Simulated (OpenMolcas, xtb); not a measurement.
## BNH3O2 (SMILES NB([O])O): methods side by side

BNH3O2: 7 atoms, total charge 0, spin state doublet. SMILES: `NB([O])O`. Geometry: relaxed at GFN2-xTB. This is one conformer, not always the lowest.

```xyz
7

N    -0.8018    0.7668    0.0990
B     0.1724   -0.3796    0.0416
O     0.2933   -0.8145    1.2475
O     0.7442   -0.6381   -1.1528
H    -0.3678    1.6752    0.0007
H    -1.4113    0.7504    0.9045
H     1.3710   -1.3602   -1.1406
```

Quantity: the dipole moment, in D. The values are calculated.

| level | kind | program | value (D) |
| --- | --- | --- | --- |
| GFN2-xTB | semi-empirical | xtb | 1.68 |
| GFN0-xTB | semi-empirical | xtb | 1.28 |
| GFN1-xTB | semi-empirical | xtb | 2.42 |
| UHF/ANO-R0 (sfX2C) | Hartree–Fock | OpenMolcas | 2.01 |
| UHF/STO-3G | Hartree–Fock | OpenMolcas | 1.76 |
| UHF/3-21G | Hartree–Fock | OpenMolcas | 1.68 |
| UHF/def2-SVP | Hartree–Fock | OpenMolcas | 1.38 |
| USSB-D (no dispersion term)/4-31G (RICD fitting) | GGA | OpenMolcas | 1.28 |
| UPBE/cc-pVDZ | GGA | OpenMolcas | 1.33 |
| U-r2SCAN/3-21G | meta-GGA | OpenMolcas | 1.18 |

The values span 1.18 to 2.42 D. Sets without polarisation functions give poor dipoles.
